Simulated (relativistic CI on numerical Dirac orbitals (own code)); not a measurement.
## d1 to d9 in one tetrahedral field

Computed with a parametric ligand-field model without spin-orbit coupling, by exact diagonalisation: B = 940, C = 4230, 10Dq = -8400 cm⁻¹ (Td; |10Dq|/B = 8.9) for every shell. Energies in cm⁻¹; the field energy is (0.6 n_e − 0.4 n_t2) × 10Dq of the ground term; g labels are left out.

```tsv
Shell	Ground term	Electrons in e	Field energy	First spin-allowed bands	Lowest term of other spin
d1	2E	1.000	-5040	2T2 8400	
d2	3A2	2.000	-10080	3T2 8400, 3T1 14010	1E 15401
d3	4T1	1.916	-6011	4T2 7293, 4A2 15693	2E 11172
d4	?	?	?	?	?
d5	6A1	2.000	0	none	4T1 24964
d6	5E	3.000	-5040	5T2 8400	3T1 15520
d7	4A2	4.000	-10080	4T2 8400, 4T1 14010	2E 18903
d8	3T1	3.916	-6011	3T2 7293, 3A2 15693	1T2 14591
d9	2T2	4.000	-3360	2E 8400
```

Question: Fill in the row of d4.

Answer: Ground term: 5T2; Electrons in e: 2.000; Field energy: -3360; First spin-allowed bands: 5E 8400; Lowest term of other spin: 3T1 14864. Every shell keeps the spin of the free ion. Tetrahedral fields of 3d complexes are almost always too weak to pair spins. High-spin d^(n+5) repeats the spin-allowed bands of d^n, since the half-filled shell is spherical.
